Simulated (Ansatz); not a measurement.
## Relative stability

Two relaxed structures of CH₄AlI, singlet (PBE0-D4/def2-TZVP; forces vanish, vibrations not checked).

A:

Al1  (-0.496, -0.420, -0.058)
C2  (0.321, 0.782, 1.010)
I3  (1.507, -2.251, 0.395)
H4  (-1.709, -1.180, -0.715)
H5  (1.867, -3.137, -0.934)
H6  (-0.182, 1.633, 1.463)
H7  (1.402, 0.819, 1.114)
(Å)

B:

Al1  (-0.781, 0.112, -0.729)
C2  (0.502, 0.283, 0.745)
I3  (1.287, -1.649, 0.058)
H4  (-2.174, -0.570, -0.416)
H5  (-0.393, 0.756, -2.122)
H6  (0.209, 0.108, 1.778)
H7  (1.350, 0.960, 0.686)
(Å)

Ansatz 0.2.0; basis: def2-TZVPP; cores frozen in the correlated methods. Filled d shells of the heavier atoms are correlated. Core potentials replace the inner electrons of the atoms past krypton. The def2 sets are not built for correlating such inner shells, so the correlated values are less sure here. B3LYP uses VWN-RPA correlation.

Which structure is lower at CCSD(T), and by how much? (Judge from chemistry; the value comes from the calculation.)

Computed: B, by 206.8 kJ/mol (electronic energy, against the other). By their contacts, A is CH₄AlI ([CH2][AlH][IH]) and B is CH₄AlI ([CH2]1[AlH2][I]1).

All methods give the same order:

| method | E(B) − E(A) (kJ/mol) |
| --- | --- |
| PBE-D4 | -186.2 |
| r2SCAN-D4 | -200.5 |
| PBE0-D4 | -206.1 |
| B3LYP-D4 | -201.6 |
| wB97M-V | -211.3 |
| HF | -246.4 |
| MP2 | -213.1 |
| CCSD | -213.6 |
| CCSD(T) | -206.8 |

No T1 diagnostic of these runs exceeds 0.013. The restricted Hartree–Fock reference is unstable towards an unrestricted one at one or more of these structures.

Labels in which every atom is bracketed show which atoms are joined, not bond orders.

For scale, one of the runs: CCSD(T)/def2-TZVPP, 179 basis functions, launched by `ansatz run in.yaml --threads 2 --pin off --events-out ev --progress --plain --max-ram 4352MiB`. Hardware: 2 CPU threads of an AMD EPYC 9R45, shared host. Wall time 21 s; peak host memory 1.8 GiB.
